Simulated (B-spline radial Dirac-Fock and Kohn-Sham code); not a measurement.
Method: Dirac-Fock (average of configuration) total-energy differences with a finite nucleus, the Breit interaction including its frequency dependence, and self-energy and vacuum-polarisation corrections. Computed with an atomic code on a B-spline grid. Correlation and solid-state effects are left out.

Question: Identify the element and charge state from the binding energies below (tabulated ground configuration; the least bound level is included).

| level | binding energy (eV) |
| --- | --- |
| K | 63121.0 |
| L1 | 13714.0 |
| L2 | 13244.6 |
| M1 | 5360.6 |
| M2,3 | 5010.4 |

Answer: Tm⁵²⁺: Z = 69 with 17 electrons, [Ne] 3s2 3p5. The hydrogen-like estimate √(E/Ry) = 68.1 for the K level lies 0.9 below Z (screening lowers it, relativity raises it); the outermost level, at 5010.4 eV, fixes the charge.

Question: An atom or ion in its tabulated ground configuration has these computed binding energies (the last is its least bound level). Which is it?

```csv
level,binding energy (eV)
1s,76642.3
2p1/2,15104.2
2p3/2,13580.2
3s,5573.6
3p1/2,5326.6
3p3/2,4969.6
3d,4538.1
```

Answer: Os⁴⁹⁺: Z = 76 with 27 electrons, [Ar] 3d9. The hydrogen-like estimate √(E/Ry) = 75.1 for the K level lies 0.9 below Z (screening lowers it, relativity raises it); the outermost level, at 4538.1 eV, fixes the charge.
